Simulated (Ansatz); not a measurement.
CH$_{3}$BF$_{2}$Si at its PBE0-D4/def2-TZVP geometry, where that method's forces vanish. Charge 0, multiplicity 1. The bonds changed during the relaxation, so this is another structure than the one it started from.

```json
{"atom": "F1", "x (Å)": "0.6636", "y (Å)": "-1.2302", "z (Å)": "2.1976"}
{"atom": "C2", "x (Å)": "0.1154", "y (Å)": "-0.5521", "z (Å)": "1.1919"}
{"atom": "B3", "x (Å)": "0.7785", "y (Å)": "-0.3250", "z (Å)": "-0.0860"}
{"atom": "Si4", "x (Å)": "-0.3976", "y (Å)": "0.6685", "z (Å)": "-1.1551"}
{"atom": "F5", "x (Å)": "-1.8370", "y (Å)": "1.1307", "z (Å)": "-0.6548"}
{"atom": "H6", "x (Å)": "-0.8774", "y (Å)": "-0.2126", "z (Å)": "1.4864"}
{"atom": "H7", "x (Å)": "1.8582", "y (Å)": "-0.6800", "z (Å)": "-0.4406"}
{"atom": "H8", "x (Å)": "-0.3038", "y (Å)": "1.2006", "z (Å)": "-2.5394"}
```

For each bond, give half the difference of the two atoms' forces along it (eV/Å; positive pushes the atoms apart) under PBE-D4, r2SCAN-D4, B3LYP-D4, ωB97M-V in def2-TZVPP. (Best estimate.)

Ansatz gave: 
```
  bond  length (Å)  PBE-D4  r2SCAN-D4  B3LYP-D4  ωB97M-V
 F1–C2       1.331    0.56       0.33      0.41     0.42
 C2–B3       1.457    0.02       0.04     -0.05    -0.20
 C2–H6       1.090    0.04      -0.09     -0.16    -0.09
B3–Si4       1.874   -0.16       0.00      0.07     0.00
 B3–H7       1.191   -0.01      -0.07     -0.11    -0.08
Si4–F5       1.592    0.65       0.09      0.22     0.12
Si4–H8       1.486    0.01      -0.06     -0.18    -0.09
```

B3LYP here is the variant with VWN-RPA as its local correlation; programs differ in this.
